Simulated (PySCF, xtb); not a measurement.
3,3-difluoropent-1-en-4-yne (C₅H₄F₂), SMILES C(=C)C(C#C)(F)F. Other conformers were not sampled.

Harmonic wavenumbers (cm⁻¹) from GFN2-xTB (xtb 6.7.1) at its own minimum, in rising order: 33, 133, 158, 288, 291, 396, 475, 491, 549, 669, 683, 689, 718, 912, 960, 982, 1016, 1061, 1187, 1266, 1394, 1712, 2279, 3087, 3107, 3139, 3388.

Problem. What does PBE-D3(BJ)/def2-SVP (PySCF) give at its own minimum? (Estimate from the structure and the level; the computed values follow.)

Solution. 91, 145, 183, 310, 311, 418, 487, 529, 601, 682, 685, 695, 715, 935, 961, 978, 1040, 1103, 1235, 1261, 1374, 1680, 2175, 3082, 3111, 3185, 3403. Paired by order, the mean absolute difference is 24 cm⁻¹ and the zero-point energies are 44.4 and 44.9 kcal/mol.
